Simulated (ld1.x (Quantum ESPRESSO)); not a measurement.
# Configuration tests for O (Z = 8) (PAW)

O, PAW, made with ld1.x (Quantum ESPRESSO) 7.5 (PBE, non-relativistic). Core [He], reference 2s2 2p3.5 (charge +0.5). Waves: 2s (bound): rcut 0.65, rcutus 0.70 bohr; 2s channel at 0.7 Ry: rcut 0.65, rcutus 0.70 bohr; 2p (bound): rcut 1.60, rcutus 2.00 bohr; 2p channel at -0.15 Ry: rcut 1.60, rcutus 2.00 bohr. Local part: all-electron potential smoothed inside 1.85 bohr (lloc = -2). Core correction: Bessel-smoothed model core, default radius (core density twice the valence density). Augmentation charge: PSQ, inside the norm-conserving radii.

Energies are relative to the spin-unpolarised reference configuration 2s2 2p3.5; without spin polarisation the order of configurations can differ from experiment.

(1) Give the all-electron excitation energy and the error of the potential for: 2s2 2p4; 2s2 2p3; 2s2 2p2; 2s1 2p4; 2s2 2p4.3; 2s1 2p5; 2s2 2p1.

## Answers

(1)

```csv
valence configuration,charge,ΔE all-electron (eV),error AE − PS (meV)
2s2 2p4,0,-6.290,-1.2
2s2 2p3,+1,10.149,-2.7
2s2 2p2,+2,43.743,-34
2s1 2p4,+1,25.319,-3.0
2s2 2p4.3,-0.3,-8.414,-2.2
2s1 2p5,0,8.606,-2.1
2s2 2p1,+3,97.615,-72
```
